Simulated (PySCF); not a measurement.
C3H7O (SMILES [CH2-]OCC), charge -1, singlet, at a GFN2-xTB geometry, with bond 7-3 at 1.6 times its length; B3LYP/6-31G* run with PySCF.

Here is a job for PySCF.
```python
from pyscf import gto, scf, dft

mol = gto.M(
    atom='''
O     0.036114   -0.775937    0.000887
C     0.026061    0.600664   -0.000468
C     1.381985   -1.384159    0.006902
C    -1.406966    1.147588   -0.006777
H     0.560203    1.006965    0.891887
H     0.567395    1.005265   -0.889256
H     2.257693   -0.618891   -1.412564
H     1.922124   -0.904169    0.897544
H    -1.931208    0.789925   -0.890913
H    -1.938334    0.791610    0.873778
H    -1.404874    2.239205   -0.007811
''',
    basis='6-31g*',
    charge=-1,
    spin=0,
    verbose=4,
)

mf = dft.RKS(mol)
mf.xc = 'b3lyp'
mf.DIIS = scf.EDIIS
mf.kernel()
```

Question: What does PySCF print? Leave out banner, timings and long lists.

Answer: 
```
PySCF version 2.14.0

[INPUT] verbose = 4
[INPUT] num. atoms = 11
[INPUT] num. electrons = 34
[INPUT] charge = -1
[INPUT] spin (= nelec alpha-beta = 2S) = 0
[INPUT] symmetry False subgroup None
[INPUT] Mole.unit = angstrom
[INPUT] Symbol           X                Y                Z      unit          X                Y                Z       unit  Magmom
[...]
nuclear repulsion = 122.614927324581
number of shells = 38
number of NR pGTOs = 136
number of NR cGTOs = 70
basis = 6-31g*
ecp = {}

******** <class 'pyscf.dft.rks.RKS'> ********
method = RKS
initial guess = minao
damping factor = 0
level_shift factor = 0
DIIS = <class 'pyscf.scf.diis.EDIIS'>
diis_start_cycle = 1
diis_space = 8
diis_damp = 0
SCF conv_tol = 1e-09
SCF conv_tol_grad = None
SCF max_cycles = 50
direct_scf = True
direct_scf_tol = 1e-13
XC library pyscf.dft.libxc version 7.1.2
    S. Lehtola, C. Steigemann, M. J. T. Oliveira, and M. A. L. Marques,  SoftwareX 7, 1–5 (2018)
XC functionals = b3lyp
    P. J. Stephens, F. J. Devlin, C. F. Chabalowski, and M. J. Frisch,  J. Phys. Chem. 98, 11623 (1994)
radial grids:
    Treutler-Ahlrichs [JCP 102, 346 (1995); DOI:10.1063/1.469408] (M4) radial grids

becke partition: Becke, JCP 88, 2547 (1988); DOI:10.1063/1.454033
pruning grids: <function nwchem_prune>
grids dens level: 3
symmetrized grids: False
atomic radii adjust function: <function treutler_atomic_radii_adjust>
small_rho_cutoff = 0
Set gradient conv threshold to 3.16228e-05
Initial guess from minao.
tot grids = 125096
init E= -193.57362715003
[...]
cycle= 1 E= -193.456249429359  delta_E= 0.117  |g|= 0.69  |ddm|= 2.85
[...]
cycle= 2 E= -193.22127015806  delta_E= 0.235  |g|= 1.24  |ddm|= 2.93
[...]
cycle= 3 E= -193.539556186549  delta_E= -0.318  |g|= 0.404  |ddm|= 2.34
[...]
cycle= 4 E= -193.539556187931  delta_E= -1.38e-09  |g|= 0.404  |ddm|= 8.52e-09
[...]
cycle= 5 E= -193.539556197384  delta_E= -9.45e-09  |g|= 0.404  |ddm|= 5.83e-08
[...]
cycle= 6 E= -193.539556195815  delta_E= 1.57e-09  |g|= 0.404  |ddm|= 9.66e-09
[...]
cycle= 7 E= -193.539556187627  delta_E= 8.19e-09  |g|= 0.404  |ddm|= 5.05e-08
[...]
cycle= 8 E= -193.539556183443  delta_E= 4.18e-09  |g|= 0.404  |ddm|= 2.58e-08
[...]
cycle= 9 E= -193.539556186348  delta_E= -2.91e-09  |g|= 0.404  |ddm|= 1.79e-08
[...]
cycle= 10 E= -193.519848089453  delta_E= 0.0197  |g|= 0.482  |ddm|= 0.237
[...]
cycle= 11 E= -193.434290945626  delta_E= 0.0856  |g|= 0.808  |ddm|= 1.46
[...]
cycle= 12 E= -193.560061696324  delta_E= -0.126  |g|= 0.27  |ddm|= 1.13
[...]
cycle= 13 E= -193.560061695835  delta_E= 4.89e-10  |g|= 0.27  |ddm|= 6.05e-09
[...]
cycle= 14 E= -193.560061695869  delta_E= -3.33e-11  |g|= 0.27  |ddm|= 4.21e-10
[...]
cycle= 15 E= -193.560061695758  delta_E= 1.11e-10  |g|= 0.27  |ddm|= 1.37e-09
[...]
cycle= 16 E= -193.560061694761  delta_E= 9.97e-10  |g|= 0.27  |ddm|= 1.23e-08
[...]
cycle= 17 E= -193.560061692936  delta_E= 1.82e-09  |g|= 0.27  |ddm|= 2.25e-08
[...]
cycle= 18 E= -193.56006169582  delta_E= -2.88e-09  |g|= 0.27  |ddm|= 3.56e-08
[...]
cycle= 19 E= -193.54194368738  delta_E= 0.0181  |g|= 0.361  |ddm|= 0.344
[...]
cycle= 20 E= -193.517038843337  delta_E= 0.0249  |g|= 0.53  |ddm|= 0.94
[...]
cycle= 21 E= -193.566738394801  delta_E= -0.0497  |g|= 0.186  |ddm|= 0.623
[...]
cycle= 22 E= -193.566738392198  delta_E= 2.6e-09  |g|= 0.186  |ddm|= 8.24e-08
[...]
cycle= 23 E= -193.566738391968  delta_E= 2.3e-10  |g|= 0.186  |ddm|= 7.25e-09
[...]
cycle= 24 E= -193.566738392096  delta_E= -1.28e-10  |g|= 0.186  |ddm|= 4.01e-09
[...]
cycle= 25 E= -193.566738392319  delta_E= -2.23e-10  |g|= 0.186  |ddm|= 7.08e-09
[...]
cycle= 26 E= -193.566738392129  delta_E= 1.9e-10  |g|= 0.186  |ddm|= 6e-09
[...]
cycle= 27 E= -193.566738392114  delta_E= 1.53e-11  |g|= 0.186  |ddm|= 4.79e-10
[...]
cycle= 28 E= -193.553215205363  delta_E= 0.0135  |g|= 0.28  |ddm|= 0.414
[...]
cycle= 29 E= -193.551260258589  delta_E= 0.00195  |g|= 0.342  |ddm|= 0.649
[...]
cycle= 30 E= -193.570427622148  delta_E= -0.0192  |g|= 0.122  |ddm|= 0.361
[...]
cycle= 31 E= -193.570427624399  delta_E= -2.25e-09  |g|= 0.122  |ddm|= 3.98e-08
[...]
cycle= 32 E= -193.57042762283  delta_E= 1.57e-09  |g|= 0.122  |ddm|= 2.87e-08
[...]
cycle= 33 E= -193.570427623854  delta_E= -1.02e-09  |g|= 0.122  |ddm|= 2.39e-08
[...]
cycle= 34 E= -193.570427621898  delta_E= 1.96e-09  |g|= 0.122  |ddm|= 5.86e-08
[...]
cycle= 35 E= -193.570427622676  delta_E= -7.78e-10  |g|= 0.122  |ddm|= 7.44e-08
[...]
cycle= 36 E= -193.568056311364  delta_E= 0.00237  |g|= 0.153  |ddm|= 0.0398
[...]
cycle= 37 E= -193.559148402777  delta_E= 0.00891  |g|= 0.23  |ddm|= 0.441
[...]
cycle= 38 E= -193.563487713763  delta_E= -0.00434  |g|= 0.236  |ddm|= 0.492
[...]
cycle= 39 E= -193.573287695759  delta_E= -0.0098  |g|= 0.059  |ddm|= 0.217
[...]
cycle= 40 E= -193.573287698066  delta_E= -2.31e-09  |g|= 0.059  |ddm|= 1.55e-07
[...]
cycle= 41 E= -193.57328769926  delta_E= -1.19e-09  |g|= 0.059  |ddm|= 5.26e-08
[...]
cycle= 42 E= -193.57328768832  delta_E= 1.09e-08  |g|= 0.059  |ddm|= 4.41e-07
[...]
cycle= 43 E= -193.573287696465  delta_E= -8.14e-09  |g|= 0.059  |ddm|= 3.03e-07
[...]
cycle= 44 E= -193.573287695187  delta_E= 1.28e-09  |g|= 0.059  |ddm|= 4.74e-08
[...]
cycle= 45 E= -193.568676793826  delta_E= 0.00461  |g|= 0.14  |ddm|= 0.103
[...]
cycle= 46 E= -193.563523880018  delta_E= 0.00515  |g|= 0.192  |ddm|= 0.417
[...]
cycle= 47 E= -193.567861468417  delta_E= -0.00434  |g|= 0.184  |ddm|= 0.395
[...]
cycle= 48 E= -193.574018847169  delta_E= -0.00616  |g|= 0.0346  |ddm|= 0.148
[...]
cycle= 49 E= -193.574018846599  delta_E= 5.7e-10  |g|= 0.0346  |ddm|= 6.88e-08
[...]
cycle= 50 E= -193.574018846721  delta_E= -1.22e-10  |g|= 0.0346  |ddm|= 9.26e-09
SCF not converged.
SCF energy = -193.574018846721
```

The run did not converge; its last values are not results.
